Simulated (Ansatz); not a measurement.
Ansatz results at the PBE0-D4/def2-TZVP geometry: size of the dipole moment (ωB97M-V/def2-TZVPP) 2.26 D; HOMO energy (PBE/def2-TZVPP) -5.70 eV; zero-point energy (PBE0-D4/def2-TZVP) 175.8 kJ/mol.

Which molecule gave them?
A. `C[SiH](F)B[SiH3]`
B. `ClC1=C(Cl)C1`
C. `[GeH3][C]1=CO1`
D. `[F][Al]1[SiH2]NC[S]1`

D. The others give `ClC1=C(Cl)C1`: 0.58, -5.92, 104.4; `[GeH3][C]1=CO1`: 2.22, -4.74, 117.6; `C[SiH](F)B[SiH3]`: 1.90, -6.61, 222.4.
